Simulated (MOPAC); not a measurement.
MOPAC input (MNDO):

```
MNDO 1SCF CHARGE=-1 GEO-OK AUX(PRECISION=9) THREADS=1
C3H8BO

C    -0.37573800 1    1.59011500 1   -0.10693600 1
B    -0.48584100 1    0.13637000 1   -0.06191600 1
C    -1.86260100 1   -0.68833900 1   -0.18919800 1
O     0.62487700 1   -0.77161900 1    0.10335000 1
C     1.89895600 1   -0.22597700 1    0.22979200 1
H    -1.25369600 1    2.22260500 1   -0.23417900 1
H     0.55057500 1    2.15699300 1   -0.02177500 1
H    -2.72466200 1   -0.02575000 1   -0.31579000 1
H    -1.84591100 1   -1.37899100 1   -1.04400600 1
H    -2.04848000 1   -1.30969900 1    0.69812200 1
H     2.18278500 1    0.37067800 1   -0.65126500 1
H     1.97881700 1    0.44045000 1    1.10289900 1
H     2.62705700 1   -1.03997700 1    0.34683000 1
```

Output:

```
 *******************************************************************************
 **                                                                           **
 **                              MOPAC v23.2.5                                **
 **                                                                           **
 *******************************************************************************
 ** MOPAC's Digital Object Identifier: https://doi.org/10.5281/zenodo.6511958 **
 **                                                                           **
 ** Please cite the open-source release paper for use of this MOPAC version:  **
 ** J. E. Moussa and J. J. P. Stewart (2026)                                  **
 ** MOPAC: An open-source semiempirical molecular orbital program             **
 ** J. Open Source Softw., 11(119), 8025, https://doi.org/10.21105/joss.08025 **
 *******************************************************************************

                              MNDO CALCULATION RESULTS

 *******************************************************************************
 *  MNDO       - The MNDO Hamiltonian to be used
 *  GEO-OK     - OVERRIDE INTERATOMIC DISTANCE AND OTHER SAFETY CHECKS
 *
 *
 *
 *                 CHARGE ON SYSTEM = -1
 *
 *
 *
 *  1SCF       - DO 1 SCF AND THEN STOP
 *  AUX        - OUTPUT AUXILIARY INFORMATION
 *******************************************************************************
MNDO 1SCF CHARGE=-1 GEO-OK AUX(PRECISION=9) THREADS=1
 C3H8BO

   ATOM   CHEMICAL          X               Y               Z
  NUMBER   SYMBOL      (ANGSTROMS)     (ANGSTROMS)     (ANGSTROMS)

     1       C         -0.37573800  *   1.59011500  *  -0.10693600  *
     2       B         -0.48584100  *   0.13637000  *  -0.06191600  *
     3       C         -1.86260100  *  -0.68833900  *  -0.18919800  *
     4       O          0.62487700  *  -0.77161900  *   0.10335000  *
     5       C          1.89895600  *  -0.22597700  *   0.22979200  *
     6       H         -1.25369600  *   2.22260500  *  -0.23417900  *
     7       H          0.55057500  *   2.15699300  *  -0.02177500  *
     8       H         -2.72466200  *  -0.02575000  *  -0.31579000  *
     9       H         -1.84591100  *  -1.37899100  *  -1.04400600  *
    10       H         -2.04848000  *  -1.30969900  *   0.69812200  *
    11       H          2.18278500  *   0.37067800  *  -0.65126500  *
    12       H          1.97881700  *   0.44045000  *   1.10289900  *
    13       H          2.62705700  *  -1.03997700  *   0.34683000  *

          CARTESIAN COORDINATES

    NO.       ATOM           X           Y           Z

     1         C         -0.3757      1.5901     -0.1069
     2         B         -0.4858      0.1364     -0.0619
     3         C         -1.8626     -0.6883     -0.1892
     4         O          0.6249     -0.7716      0.1033
     5         C          1.8990     -0.2260      0.2298
     6         H         -1.2537      2.2226     -0.2342
     7         H          0.5506      2.1570     -0.0218
     8         H         -2.7247     -0.0258     -0.3158
     9         H         -1.8459     -1.3790     -1.0440
    10         H         -2.0485     -1.3097      0.6981
    11         H          2.1828      0.3707     -0.6513
    12         H          1.9788      0.4405      1.1029
    13         H          2.6271     -1.0400      0.3468

  H: (MNDO): M.J.S. DEWAR, W. THIEL, J. AM. CHEM. SOC., 99, 4899, (1977)
  B: (MNDO): M.J.S. DEWAR, M.L. MCKEE, J. AM. CHEM. SOC., 99, 5231, (1977)
  C: (MNDO): M.J.S. DEWAR, W. THIEL, J. AM. CHEM. SOC., 99, 4899, (1977)
  O: (MNDO): M.J.S. DEWAR, W. THIEL, J. AM. CHEM. SOC., 99, 4899, (1977)

           Empirical Formula: C3 H8 O B  =    13 atoms

      MOLECULAR POINT GROUP   :   Cs

      RHF CALCULATION, NO. OF DOUBLY OCCUPIED LEVELS = 15

 -------------------------------------------------------------------------------
 MNDO 1SCF CHARGE=-1 GEO-OK AUX(PRECISION=9) THREADS=1
 C3H8BO

     1SCF WAS SPECIFIED, SO BFGS WAS NOT USED
     SCF FIELD WAS ACHIEVED

                              MNDO CALCULATION
                                                       MOPAC v23.2.5 Linux

          FINAL HEAT OF FORMATION =        -88.16054 KCAL/MOL =    -368.86369 KJ/MOL

          COSMO AREA              =        124.13 SQUARE ANGSTROMS
          COSMO VOLUME            =        110.69 CUBIC ANGSTROMS

          IONIZATION POTENTIAL    =          1.833959 EV
          HOMO LUMO ENERGIES (EV) =         -1.834  8.370
          NO. OF FILLED LEVELS    =         15
          MOLECULAR WEIGHT        =         70.9056         POINT GROUP:  Cs

          MOLECULAR DIMENSIONS (Angstroms)

            Atom       Atom       Distance
            H    13    H     8     5.48713
            H     7    H     9     4.00316
            H    11    H    10     2.25988

          SCF CALCULATIONS        =          1

   ATOM   CHEMICAL          X               Y               Z
  NUMBER   SYMBOL      (ANGSTROMS)     (ANGSTROMS)     (ANGSTROMS)

     1       C         -0.37573800  *   1.59011500  *  -0.10693600  *
     2       B         -0.48584100  *   0.13637000  *  -0.06191600  *
     3       C         -1.86260100  *  -0.68833900  *  -0.18919800  *
     4       O          0.62487700  *  -0.77161900  *   0.10335000  *
     5       C          1.89895600  *  -0.22597700  *   0.22979200  *
     6       H         -1.25369600  *   2.22260500  *  -0.23417900  *
     7       H          0.55057500  *   2.15699300  *  -0.02177500  *
     8       H         -2.72466200  *  -0.02575000  *  -0.31579000  *
     9       H         -1.84591100  *  -1.37899100  *  -1.04400600  *
    10       H         -2.04848000  *  -1.30969900  *   0.69812200  *
    11       H          2.18278500  *   0.37067800  *  -0.65126500  *
    12       H          1.97881700  *   0.44045000  *   1.10289900  *
    13       H          2.62705700  *  -1.03997700  *   0.34683000  *

                             CARTESIAN COORDINATES

   1    C       -0.375738000     1.590115000    -0.106936000
   2    B       -0.485841000     0.136370000    -0.061916000
   3    C       -1.862601000    -0.688339000    -0.189198000
   4    O        0.624877000    -0.771619000     0.103350000
   5    C        1.898956000    -0.225977000     0.229792000
   6    H       -1.253696000     2.222605000    -0.234179000
   7    H        0.550575000     2.156993000    -0.021775000
   8    H       -2.724662000    -0.025750000    -0.315790000
   9    H       -1.845911000    -1.378991000    -1.044006000
  10    H       -2.048480000    -1.309699000     0.698122000
  11    H        2.182785000     0.370678000    -0.651265000
  12    H        1.978817000     0.440450000     1.102899000
  13    H        2.627057000    -1.039977000     0.346830000

           Empirical Formula: C3 H8 O B  =    13 atoms

      MOLECULAR POINT GROUP   :   Cs

                  EIGENVALUES
 -36.62493 -26.42672 -23.27703 -22.40650 -13.58512 -10.76061 -10.69310  -9.85162
  -8.87194  -8.53964  -7.91589  -6.60337  -6.36588  -5.80959  -1.83396   8.36966
   8.40144   8.86416   9.22398   9.54807   9.64731  10.04905  10.39292  10.96258
  11.20481  11.77611  13.20730  14.64794

              NET ATOMIC CHARGES AND DIPOLE CONTRIBUTIONS

  ATOM NO.   TYPE          CHARGE      No. of ELECS.   s-Pop       p-Pop
    1          C          -0.372768        4.3728     1.21848     3.15429
    2          B          -0.244268        3.2443     1.14407     2.10020
    3          C           0.115400        3.8846     1.20471     2.67989
    4          O          -0.315775        6.3158     1.79577     4.52001
    5          C           0.255324        3.7447     1.20438     2.54029
    6          H          -0.035499        1.0355     1.03550
    7          H          -0.039707        1.0397     1.03971
    8          H          -0.058398        1.0584     1.05840
    9          H          -0.065277        1.0653     1.06528
   10          H          -0.065277        1.0653     1.06528
   11          H          -0.056327        1.0563     1.05633
   12          H          -0.056327        1.0563     1.05633
   13          H          -0.061102        1.0611     1.06110
 DIPOLE           X         Y         Z       TOTAL
 POINT-CHG.     1.797    -2.438     0.306     3.045
 HYBRID         0.137     0.370     0.001     0.395
 SUM            1.935    -2.068     0.307     2.849

          ATOMIC ORBITAL ELECTRON POPULATIONS

     Atom    s        px        py        pz
    1  C   1.21848   0.84064   0.89055   1.42310
    2  B   1.14407   0.68604   0.75903   0.65513
    3  C   1.20471   0.95540   0.88028   0.84421
    4  O   1.79577   1.14459   1.51193   1.86349
    5  C   1.20438   0.82681   0.83734   0.87614
    6  H   1.03550
    7  H   1.03971
    8  H   1.05840
    9  H   1.06528
   10  H   1.06528
   11  H   1.05633
   12  H   1.05633
   13  H   1.06110

 **********************
 *                    *
 * JOB ENDED NORMALLY *
 *                    *
 **********************

 == MOPAC DONE ==
```

The dipole moment of an ion depends on the origin.

The geometry given is a B3LYP-D3(BJ)/def2-TZVP minimum.
